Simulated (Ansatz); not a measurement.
`C[O][Sn]([F])([O]C)[C](C)(C)C`, relaxed with RKS PBE0-D4/def2-TZVP in Ansatz 0.2.0 from a GFN2-xTB geometry. The force threshold is 0.005 eV/Å; the program also tests the step.

The species carries charge 0 and has multiplicity 1. Sn takes the def2 core potential.

Start:

```xyz
25

C    -0.740    0.272    3.388
O    -0.879    0.431    2.013
Sn    0.443   -0.243    0.509
F     0.286   -2.336    0.336
O     2.393   -0.148    1.364
C     3.362   -1.138    1.253
C    -0.843    0.420   -1.536
C    -2.108   -0.347   -1.331
C     0.011   -0.058   -2.669
C    -0.976    1.905   -1.410
H     0.305    0.164    3.692
H    -1.295   -0.604    3.736
H    -1.139    1.171    3.871
H     3.986   -1.072    2.151
H     3.992   -0.984    0.371
H     2.933   -2.142    1.218
H    -2.613   -0.032   -0.421
H    -2.778   -0.164   -2.174
H    -1.916   -1.416   -1.278
H     0.189   -1.129   -2.599
H     0.967    0.463   -2.701
H    -0.507    0.134   -3.612
H    -1.610    2.274   -2.221
H    -0.012    2.406   -1.484
H    -1.450    2.175   -0.468
```

(1) By how much does the energy fall, and how many steps does the optimiser take? (An estimate is asked.)

(2) Which bonds change most? (Best estimate.)

(3) Give the relaxed structure. (Best estimate.)

Answers

(1) The calculation gave: 1.21 eV, in 27 steps.

(2) Ansatz gave: Sn3–C7 from 2.506 to 2.154 Å; Sn3–O5 from 2.131 to 1.954 Å; Sn3–F4 from 2.106 to 1.933 Å; O2–Sn3 from 2.113 to 1.946 Å.

(3) Ansatz gave: 
```xyz
25

C    -0.627    0.122    3.434
O    -1.004    0.344    2.092
Sn    0.074   -0.340    0.624
F     0.053   -2.269    0.751
O     1.921    0.105    1.078
C     2.978   -0.808    0.878
C    -0.703    0.290   -1.284
C    -2.109   -0.276   -1.421
C     0.213   -0.257   -2.370
C    -0.723    1.812   -1.303
H     0.416    0.403    3.624
H    -0.762   -0.926    3.725
H    -1.268    0.738    4.070
H     3.840   -0.455    1.450
H     3.274   -0.865   -0.178
H     2.732   -1.820    1.216
H    -2.778    0.096   -0.642
H    -2.525    0.029   -2.390
H    -2.117   -1.368   -1.387
H     0.257   -1.349   -2.359
H     1.232    0.129   -2.282
H    -0.170    0.048   -3.351
H    -1.123    2.154   -2.266
H     0.278    2.239   -1.194
H    -1.358    2.224   -0.516
```
